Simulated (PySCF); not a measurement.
Gas-phase reaction: Ge2O2 + 2 NO ⇌ 2 GeO2 + N2, at 2500 K and a standard pressure of 1 bar. Level: M06-2X/def2-TZVP†.

Method: PySCF energies plus ideal-gas RRHO corrections (1 bar). † marks an energy on the PBE0/def2-TZVP geometry and frequencies. Open shells (unrestricted): NO (multiplicity 2, electronic degeneracy 4); the rest are closed-shell singlets. Spin-orbit splitting is ignored; it lowers the true energy and changes the entropy of NO. Ge: all electrons, no relativistic terms. Ge2O2, GeO2: computed as isolated molecules; such fragments, hydroxides, amides, oligomers or adducts are transient or little studied in the gas. The harmonic model lacks anharmonicity and excited electronic states, which grow with temperature; levels with a mode under 35 cm⁻¹ are left out.

| species | E (Ha) | H(2500 K) − E (kJ/mol) | S°(2500 K) (J/mol/K) |
|---|---|---|---|
| Ge2O2 | -4304.57409 | 208.9 | 463.1 |
| NO | -129.89527 | 95.9 | 280.2 |
| GeO2 | -2227.41785 | 157.1 | 366.1 |
| N2 | -109.53586 | 97.0 | 259.3 |
E: electronic energy; H − E holds the zero-point and thermal terms. 1 Ha = 2625.5 kJ/mol.

Problem. Work out ΔH°, ΔS°, ΔG° and log10 K from these numbers.

Solution. 1. ΔE = 2×(-2227.41785) + 1×(-109.53586) − 1×(-4304.57409) − 2×(-129.89527) = -0.00693 Ha = -18.2 kJ.
2. Δ(H − E) = 2×(157.1) + 1×(97.0) − 1×(208.9) − 2×(95.9) = 10.5 kJ, so ΔH° = -7.7 kJ.
3. ΔS° = 2×(366.1) + 1×(259.3) − 1×(463.1) − 2×(280.2) = -32.0 J/K; the number of gas molecules stays the same.
4. ΔG° = ΔH° − TΔS° = -7.7 − 2500×(-32.0)/1000 = 72.3 kJ.
5. log10 K = −ΔG°/(RT ln 10) = -1.51, with RT ln 10 = 47.86 kJ/mol; at standard pressures the reactants are favoured.
6. A shift of 10 kJ in ΔE would move log10 K by 0.21 here.
For scale, ΔH°(298 K) is -16 kJ at this level, -5 kJ at ωB97M-V/def2-TZVP†, and runs from -238 to 207 kJ over the 20 levels computed.
